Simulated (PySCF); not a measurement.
## Predicted spectroscopic data

- GFN2-xTB geometry
- NMR shieldings at PBE0/pcSseg-1/GIAO
- run in PySCF 2.14.0 with density-fitted response routines
- isolated molecule, single conformer, rapidly exchanging positions averaged, non-relativistic

Chemical shifts δ = σref − σ; ¹H (31.72 ppm) and ¹³C (186.93 ppm) vs TMS, all at this level. Where no couplings were computed, multiplicities follow the n + 1 count of equivalent neighbours, and m marks all less simple cases (inequivalent or close neighbours, rings, F or P nearby). Shifts are as computed. Against solution values, carbons near 30 ppm lie about +3 ppm off and those near 130 ppm about +5 ppm. Of 1211 compounds with measured shifts, 218 miss one by over three times the rms of a fit or turn the order of signals round; such compounds aren't used in these exercises.

**1.** SMILES C=CCn1ncc(OC)n1, C6H9N3O. ¹H NMR (600 MHz, computed): δ 7.17 (s, 1H), 6.42 (m, 1H), 5.61 (m, 1H), 5.46 (m, 1H), 4.85 (d, 2H), 4.06 (s, 3H). ¹³C{¹H} NMR (computed): δ 168.6, 144.5, 124.6, 124.4, 61.0, 57.8.

**2.** `C=Cn1nnc(OC)c1C`, C6H9N3O. ¹H NMR (600 MHz, computed): δ 7.03 (m, 1H), 6.92 (m, 1H), 5.34 (m, 1H), 4.31 (s, 3H), 2.31 (s, 3H). ¹³C{¹H} NMR (computed): δ 165.2, 132.7, 118.8, 109.8, 58.0, 8.1.

**3.** SMILES CCn1cc(C(C)=O)nn1, C6H9N3O. ¹H NMR (600 MHz, computed): δ 8.09 (s, 1H), 4.52 (q, 2H), 2.87 (s, 3H), 1.51 (t, 3H). ¹³C{¹H} NMR (computed): δ 197.8, 154.5, 131.3, 46.7, 30.7, 20.6.
